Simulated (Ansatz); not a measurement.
Energy needed to pull apart BiCl$_{2}$F (SMILES [F][Bi]([Cl])[Cl]), closed shell, into free ground-state atoms, from the structure below (displaced at random from its PBE0-D4/def2-TZVP minimum); no zero-point or spin–orbit terms; open-shell atoms are treated unrestricted, in their ground-state multiplicity.

```
atom    x (Å)    y (Å)    z (Å)
  F1  -0.5890   0.0807   1.6812
 Bi2  -0.3971  -0.7590  -0.0975
 Cl3   2.0188  -0.6019  -0.2209
 Cl4  -0.9452   1.2424  -1.3828
```

Ansatz 0.2.0; basis: def2-TZVPP; cores frozen in the correlated methods. Filled d shells of the heavier atoms are correlated. Core potentials replace the inner electrons of the atoms past krypton. The def2 sets are not built for correlating such inner shells, so the correlated values are less sure here.

| method | atomization energy (kcal/mol) |
| --- | --- |
| PBE-D4 | 265.9 |
| r2SCAN-D4 | ? |
| PBE0-D4 | 246.6 |
| wB97M-V | 246.5 |
| HF | 135.2 |
| MP2 | ? |
| CCSD | 219.9 |
| CCSD(T) | 230.3 |

Q: What does r2SCAN-D4 give? (An estimate is asked for; the value comes from the calculation.)

A: Computed: 251.1 kcal/mol, which is about 20.8 kcal/mol more than CCSD(T)/def2-TZVPP.

Q: What does MP2 give? (An estimate is asked for; the value comes from the calculation.)

A: Computed: 244.1 kcal/mol, which is about 13.8 kcal/mol more than CCSD(T)/def2-TZVPP.

In triple zeta the MP2 and coupled-cluster atomization energies are still short of their basis limit by a few kcal/mol a bond, whereas those of the functionals are nearly converged, so these differences are not deviations from converged CCSD(T).

T1 diagnostic: at most 0.014.

For scale, one of the runs: CCSD(T)/def2-TZVPP forces, 165 basis functions (an equivalent command: `ansatz run in.yaml --threads 4`). Hardware: 4 CPU threads, shared host. Wall time 2.7 min; peak host memory 2.6 GiB.
